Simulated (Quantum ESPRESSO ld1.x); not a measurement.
Q: Lu+, configuration [Xe] 4f14 6s1 6d1 (not the ground configuration). Method: Dirac Kohn-Sham, revPBE, spin-unpolarised, spherical densities, point nucleus; open shells fill j = l - 1/2 first; computed with ld1.x of Quantum ESPRESSO 7.5. Some entries of the table are withheld. Estimate them.

| orbital | occ. | eigenvalue (eV) | <1/r> (bohr^-1) | r(max) (bohr) |
|---|---|---|---|---|
| 1s1/2 | 2 | (1) | 82.26 | 0.012 |
| 2s1/2 | 2 | -10758.186 | (2) | 0.069 |
| 2p1/2 | 2 | -10267.109 | 19.86 | 0.052 |
| 2p3/2 | 4 | -9149.556 | 16.96 | 0.058 |
| 3s1/2 | 2 | -2447.664 | 7.295 | 0.195 |
| 3p1/2 | 2 | -2230.816 | 7.208 | 0.184 |
| 3p3/2 | 4 | -1992.428 | 6.463 | 0.197 |
| 3d3/2 | 4 | -1625.157 | 6.353 | 0.155 |
| 3d5/2 | 6 | -1573.118 | 6.173 | 0.158 |
| 4s1/2 | 2 | -497.384 | 3.054 | (3) |
| 4p1/2 | 2 | -409.138 | 2.942 | 0.448 |
| 4p3/2 | 4 | -354.937 | 2.683 | 0.476 |
| 4d3/2 | 4 | -210.061 | 2.461 | 0.476 |
| 4d5/2 | 6 | -200.169 | 2.398 | 0.485 |
| 5s1/2 | 2 | (4) | (5) | 1.05 |
| 5p1/2 | 2 | -49.151 | 1.012 | 1.14 |
| 5p3/2 | 4 | -42.160 | 0.9228 | 1.22 |
| 4f5/2 | 6 | -23.044 | 1.847 | 0.466 |
| 4f7/2 | 8 | -21.519 | 1.816 | 0.471 |
| 6s1/2 | 1 | -13.185 | 0.4041 | 2.77 |
| 6d3/2 | 1 | -3.779 | 0.1884 | 6.28 |
| 6d5/2 | 0 | -3.720 | 0.1866 | 6.41 |

A: 
(1) 1s1/2 eigenvalue (eV): -63178.840
(2) 2s1/2 <1/r> (bohr^-1): 19.89
(3) 4s1/2 r(max) (bohr): 0.448
(4) 5s1/2 eigenvalue (eV): -73.617
(5) 5s1/2 <1/r> (bohr^-1): 1.144
